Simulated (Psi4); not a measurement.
C₂H₈GaN (SMILES [CH3][Ga]([CH3])[NH2]), singlet, geometry from GFN2-xTB (such geometries of metal compounds can be far from the true shape), with bond 3-2 at 1.6 times its length; M06-2X/def2-SV(P) (Psi4).

The Psi4 input:
```
memory 2 GB

molecule {
0 1
  Ga   -0.00709451    0.00460620   -0.00714112
  C    -1.47199618   -1.39543412   -0.17665421
  H    -0.77990732   -2.96222441   -0.52737496
  H    -2.17872222   -1.14504898   -0.97070797
  H    -2.02896157   -1.48152489    0.75972005
  C     0.13033080    1.80004736   -0.94945224
  H     0.26125667    1.66657442   -2.02620221
  H     0.98208639    2.36703510   -0.56726568
  H    -0.77564079    2.39282419   -0.80161230
  N     1.35270193   -0.41356163    1.13700129
  H     2.15140436    0.17015384    1.35088087
  H     1.42902616   -1.27087592    1.67004633
}

set basis def2-sv(p)
set dft_nuclear_scheme becke

energy('m06-2x')
print_variables()
```

**Question.** What does Psi4 print? Leave out banner, timings and long lists.

**Answer.** 
```
   => Loading Basis Set <=

    Name: DEF2-SV(P)
    Role: ORBITAL
    Keyword: BASIS

         ---------------------------------------------------------
                                   SCF
               by Justin Turney, Rob Parrish, Andy Simmonett
                          and Daniel G. A. Smith
                              RKS Reference
         ---------------------------------------------------------

  ==> Geometry <==

    Molecular point group: c1
    Full point group: C1

    Geometry (in Angstrom), charge = 0, multiplicity = 1:

       Center              X                  Y                   Z               Mass
    ------------   -----------------  -----------------  -----------------  -----------------
         GA          -0.019323248421     0.012288833090    -0.014053025806    68.925573500000
         C           -1.484224918421    -1.387751486910    -0.183566115806    12.000000000000
         H           -0.792136058421    -2.954541776910    -0.534286865806     1.007825032230
         H           -2.190950958421    -1.137366346910    -0.977619875806     1.007825032230
         H           -2.041190308421    -1.473842256910     0.752808144194     1.007825032230
         C            0.118102061579     1.807729993090    -0.956364145806    12.000000000000
         H            0.249027931579     1.674257053090    -2.033114115806     1.007825032230
         H            0.969857651579     2.374717733090    -0.574177585806     1.007825032230
         H           -0.787869528421     2.400506823090    -0.808524205806     1.007825032230
         N            1.340473191579    -0.405878996910     1.130089384194    14.003074004430
         H            2.139175621579     0.177836473090     1.343968964194     1.007825032230
         H            1.416797421579    -1.263193286910     1.663134424194     1.007825032230

  Running in c1 symmetry.

  Rotational constants: A =      0.18621  B =      0.14400  C =      0.08456 [cm^-1]
  Rotational constants: A =   5582.32583  B =   4316.88284  C =   2534.96348 [MHz]
  Nuclear repulsion =  269.829986497963603

  Charge       = 0
  Multiplicity = 1
  Electrons    = 58
  Nalpha       = 29
  Nbeta        = 29

  ==> Algorithm <==

  SCF Algorithm Type is DF.
  DIIS enabled.
  MOM disabled.
  Fractional occupation disabled.
  Guess Type is SAD.
  Energy threshold   = 1.00e-06
  Density threshold  = 1.00e-06
  Integral threshold = 1.00e-12

  ==> Primary Basis <==

  Basis Set: DEF2-SV(P)
[...]
   @DF-RKS iter   6: -2060.11894511646142   -2.28643e-03   2.12317e-04 ADIIS/DIIS
   @DF-RKS iter   7: -2060.11915280094718   -2.07684e-04   4.90403e-05 DIIS
   @DF-RKS iter   8: -2060.11915842353983   -5.62259e-06   1.00225e-05 DIIS
   @DF-RKS iter   9: -2060.11915889738975   -4.73850e-07   2.92791e-06 DIIS
   @DF-RKS iter  10: -2060.11915895203174   -5.46420e-08   1.10606e-06 DIIS
   @DF-RKS iter  11: -2060.11915895725679   -5.22505e-09   3.71195e-07 DIIS
  Energy and wave function converged.

  ==> Post-Iterations <==

   Electrons on quadrature grid:
      Ntotal   =   57.9999874261 ; deviation = -1.257e-05

    Orbital Energies [Eh]
    ---------------------

    Doubly Occupied:

[...]
    Virtual:

[...]
      90A      2.813060

    Final Occupation by Irrep:
              A
    DOCC [    29 ]
    NA   [    29 ]
    NB   [    29 ]

  @DF-RKS Final Energy: -2060.11915895725679

   => Energetics <=

    Nuclear Repulsion Energy =            269.8299864979636027
    One-Electron Energy =               -3404.1511728593486623
    Two-Electron Energy =                1119.5472241145237149
    DFT Exchange-Correlation Energy =     -45.3451967103952782
    Empirical Dispersion Energy =           0.0000000000000000
    VV10 Nonlocal Energy =                  0.0000000000000000
    Total Energy =                      -2060.1191589572567864

Computation Completed

Properties will be evaluated at   0.000000,   0.000000,   0.000000 [a0]

Properties computed using the SCF density matrix

 Multipole Moments:

 ------------------------------------------------------------------------------------
     Multipole            Electronic (a.u.)      Nuclear  (a.u.)        Total (a.u.)
 ------------------------------------------------------------------------------------

 L = 1.  Multiply by 2.5417464519 to convert [e a0] to [Debye]
 Dipole X            :          0.9797284           -0.8498736            0.1298548
 Dipole Y            :          0.4782519           -0.2682536            0.2099983
 Dipole Z            :          1.2255758           -1.0061106            0.2194652
 Magnitude           :                                                    0.3303431

 ------------------------------------------------------------------------------------

  Variable Map:
  ----------------------------------------------------------------------------
[...]
  Array Variable Map:
  ----------------------------------------------------------------------------
[...]
[...]
```
